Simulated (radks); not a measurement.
The numbers below are computed, except where a source is named.
Removal energies from the krypton ion Kr11+, [Ar] 3d7, by Delta-SCF beside the eigenvalue of the level emptied. Level of theory: scalar-relativistic Kohn-Sham, BLYP, spin-polarised, spherical densities, finite nucleus; Fermi nuclear charge, rms radius of each element as measured or else 0.836 A^(1/3) + 0.57 fm (a radial shooting solver on a logarithmic mesh with Libxc functionals). Open shells are filled with parallel spins first.

removed from	final configuration	Delta-SCF (eV)	-eigenvalue (eV)
3d	[Ar] 3d6	349.20	328.86
3p	[Ne] 3s2 3p5 3d7	461.86	442.25
3s	[Ne] 3s1 3p6 3d7	531.26	511.62
2p	[He] 2s2 2p5 3s2 3p6 3d7	1975.7	1923.8
